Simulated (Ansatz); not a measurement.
Geometry optimisation, RKS PBE0/def2-SVP in Ansatz 0.2.0.

Input:

```yaml
crystal:
  periodic: [false, false, false]
  atoms:
    - { symbol: B, position_ang: [-0.6687, -0.0274, 1.4384] }
    - { symbol: S, position_ang: [-0.28, 1.4914, 0.3452] }
    - { symbol: B, position_ang: [0.6113, 0.416, -0.9055] }
    - { symbol: O, position_ang: [0.0095, -0.1414, -2.0392] }
    - { symbol: Cl, position_ang: [2.4513, 0.0979, -0.6988] }
    - { symbol: H, position_ang: [0.0116, -0.3027, 2.2918] }
    - { symbol: H, position_ang: [-1.08984, 2.52894, 0.76] }
    - { symbol: H, position_ang: [-0.3515, -1.0146, -1.7239] }
basis:
  gaussian: { orbitals: def2-SVP }
hamiltonian:
  xc: pbe0
relax:
  f_tol: 0.02
  max_steps: 50
output:
  orbitals: {}
```

Launched with:

```bash
$ ansatz run input.yaml --threads 2 --pin off --max-ram 3072MiB --backend cpu --events-out ev --progress --plain --runs-dir out
```

Problem. Where does it end, and by what steps?

Solution. It converged. After 27 steps the energy has fallen by 6.676 eV; B1 moved furthest, 1.20 Å. Parted: S2–B3 (1.87 → 3.00 Å). Joined: B1–B3 (2.71 → 1.70 Å).

```csv
step,energy less start (eV),largest force component (eV/Å),accepted
0,0.0000,4.677,yes
1,-1.2505,1.830,yes
2,-1.8341,2.009,yes
3,-2.2734,1.862,yes
4,-2.9569,2.014,yes
5,-3.7200,2.352,yes
6,-4.1854,2.819,yes
7,-4.7197,1.897,yes
8,-5.2163,1.207,yes
9,-5.6317,1.062,yes
10,-6.0558,1.062,yes
11,-6.2808,2.081,yes
12,-6.3802,2.146,yes
13,-6.6013,0.679,yes
14,-6.6407,0.283,yes
15,-6.6450,0.134,yes
16,-6.6481,0.047,yes
17,-6.6510,0.116,yes
18,-6.6532,0.195,yes
19,-6.6566,0.220,yes
20,-6.6593,0.367,yes
21,-6.6655,0.235,yes
22,-6.6696,0.162,yes
23,-6.6743,0.068,yes
24,-6.6756,0.076,yes
25,-6.6761,0.057,yes
26,-6.6763,0.031,yes
27,-6.6764,0.011,yes
```

```xyz
8
Properties=species:S:1:pos:R:3
B -0.032 0.558 0.610
S -0.927 2.055 0.286
B 0.817 -0.192 -0.660
O 0.317 -0.860 -1.718
Cl 2.587 -0.091 -0.574
H -0.028 0.114 1.733
H -1.394 2.327 1.527
H -0.646 -0.863 -1.738
```

Whether the end is a true minimum wasn't checked by a vibrational analysis.

Run time: 55 s on 2 threads of AMD EPYC 7B13 (Zen 3), with other jobs on the host, peak memory 0.21 GiB.
